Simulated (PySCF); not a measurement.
## How methods differ on the ionisation energy of Br

Br [Ar] 3d10 4s2 4p5 (2P) → Br⁺ [Ar] 3d10 4s2 4p4 (3P), as a difference of total energies. Computed with PySCF 2.14 in cc-pVTZ-PP with ECP10MDF (5s4p3d1f, 39 functions), with scalar relativity through the core potential. Correlated levels: valence: 3s2 3p6 3d10 frozen. The calculations carry no spin-orbit coupling.

Question: Order these methods by the ionisation energy they give, lowest first.
A. LDA
B. SCS-MP2 (valence)
C. UHF
D. CCSD(T) (valence)

Answer: C (10.741 eV), B (11.550 eV), D (11.585 eV), A (12.050 eV).

Errors of the correlated levels include the incompleteness of this basis and the frozen core.

For comparison: 11.844 eV (measured; NIST levels, between the centres of gravity of the two terms).
